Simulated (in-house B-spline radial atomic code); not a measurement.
Values are calculated unless marked as measured or tabulated.
## Making a Troullier-Martins d channel for Zr, r_c = 1.39 bohr

Zr, [Kr] 4d2 5s2, non-relativistic LDA (VWN5), spherical and spin-unpolarised, from an all-electron radial atomic-structure program (B-spline basis) (atomic units). The all-electron 4d level is ε = -0.150673 hartree, its outermost node lies just inside 0.58 bohr and its outer maximum at 1.59 bohr.

Inside r_c the pseudo-orbital is u(r) = r^3 exp(p(r)), with p = c0 + c2 r² + c4 r⁴ + … + c12 r¹². The seven coefficients follow from p and its first four derivatives at r_c, from zero curvature of the screened potential at the origin, c4 = −c2²/(2l + 5), and from the norm inside r_c. At r_c the all-electron orbital has P = 0.6769876, P' = 0.1710627, the screened potential V = -2.499496, V' = 4.115446, V'' = -9.162467, and the norm inside is Q = 0.2126461.

What are p, p' and p'' at r_c?

p = ln(P/r_c^3) = ln(0.6769876/2.68562) = -1.37801. p' = P'/P − 3/r_c = 0.25268 − 2.15827 = -1.90559. The radial equation gives p'' = 2(V − ε) − 2(3) p'/r_c − p'² = -4.69765 − (-8.22557) − 3.63128 = -0.10335. Differentiating, p''' = 2V' + 2(3)p'/r_c² − 2(3)p''/r_c − 2p'p'' = 2.3654, and p'''' = 2V'' − 4(3)p'/r_c³ + 4(3)p''/r_c² − 2(3)p'''/r_c − 2p''² − 2p'p''' = -11.669.

For a trial c2 the five matching conditions are linear in c0, c6, c8, c10 and c12, and c2 is varied until the norm inside r_c equals Q. The root nearest zero gives:

```csv
n,c_n
0,0.4798927
2,-1.261126
4,-0.1767153
6,0.601165
8,-0.4035798
10,0.1203008
12,-0.01369734
```

Check c4 and p(r_c), and find the screened pseudopotential at the origin.

−c2²/9 = -0.176715, as listed. The terms c_n r_c^n are 0.47989, -2.43662, -0.65968, 4.33593, -5.62403, 3.23904, -0.71255, which sum to -1.37801. Inverting the radial equation, V_l(r) = ε + 3 p'/r + (p'' + p'²)/2, so V_l(0) = ε + (2l + 3) c2 = -0.150673 + 7 × (-1.26113) = -8.9786 hartree, finite where the all-electron potential diverges.

Orbitals and screened potentials:

```
r (bohr)         P         u  V all-electron  V pseudo
   0.139   -0.1699  0.004235          -172.9    -8.971
   0.348   -0.2874   0.05836          -40.12    -8.711
   0.556  -0.03373    0.1876          -16.75    -7.656
   0.764    0.2615    0.3522          -8.964    -5.859
   0.973    0.4821    0.5031          -5.463    -4.199
   1.182    0.6145    0.6156          -3.598    -3.279
    1.39     0.677     0.677          -2.499    -2.499
```

Logarithmic derivatives P'/P at R = 1.69 bohr, for energies E around ε:

```tsv
E − ε (hartree)	all-electron	pseudo
-0.5	0.535108	0.533746
-0.25	0.248193	0.247755
-0.1	0.0515788	0.0514966
0	-0.0922377	-0.0922372
0.1	-0.248138	-0.248242
0.25	-0.509238	-0.510036
0.5	-1.04189	-1.0465
```

With P(R) = 0.6890183 and a norm of 0.3549991 inside R, what slope in energy does norm conservation fix?

d(P'/P)/dE = −2 × (norm inside R)/P(R)² = -1.4955 per hartree·bohr at E = ε, for both atoms, since orbital and norm agree at R. Differences over ±0.1 hartree give -1.4986 (all-electron) and -1.4987 (pseudo), which also hold third-order terms. Half a hartree below ε the two curves differ by -0.0014.
